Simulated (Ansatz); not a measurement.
`[OH][Hf]([SH])([SH])[SH]` and `[OH][Hf]([OH])([SH])[SH]` differ in one atom or group.

Ansatz, PBE0-D4/def2-TZVP geometries, multiplicity 1. Each molecule was computed in one conformer, which needn't be the lowest.

Elements past krypton have def2 core potentials.

```json
{"property": "size of the dipole moment (ωB97M-V/def2-TZVPP) / D", "`[OH][Hf]([SH])([SH])[SH]`": "1.94"}
{"property": "HOMO energy (PBE0/def2-TZVPP) / eV", "`[OH][Hf]([SH])([SH])[SH]`": "-7.53"}
{"property": "LUMO energy (B3LYP/def2-TZVPP) / eV", "`[OH][Hf]([SH])([SH])[SH]`": "-1.67"}
{"property": "size of the dipole moment (PBE/def2-TZVPP) / D", "`[OH][Hf]([SH])([SH])[SH]`": "1.83"}
{"property": "HOMO energy (ωB97M-V/def2-TZVPP) / eV", "`[OH][Hf]([SH])([SH])[SH]`": "-9.65"}
{"property": "LUMO energy (ωB97M-V/def2-TZVPP) / eV", "`[OH][Hf]([SH])([SH])[SH]`": "0.56"}
```

**Question.** Give the same properties after the change, and the shifts. (Estimate.)

**Answer.** The calculation gave: 
```tsv
property	`[OH][Hf]([OH])([SH])[SH]`	shift
size of the dipole moment (ωB97M-V/def2-TZVPP) / D	3.21	1.27
HOMO energy (PBE0/def2-TZVPP) / eV	-7.10	0.43
LUMO energy (B3LYP/def2-TZVPP) / eV	-0.87	0.80
size of the dipole moment (PBE/def2-TZVPP) / D	3.08	1.25
HOMO energy (ωB97M-V/def2-TZVPP) / eV	-9.22	0.43
LUMO energy (ωB97M-V/def2-TZVPP) / eV	0.91	0.35
```

With PBE0 the HOMO rises by 0.43 eV and the LUMO rises by 0.83 eV, so the gap widens by about 0.40 eV. PBE moves the HOMO by 0.44 eV and ωB97M-V by 0.43 eV. Dipoles are sizes alone; their direction can turn.

B3LYP here is the variant with VWN-RPA as its local correlation; programs differ in this.
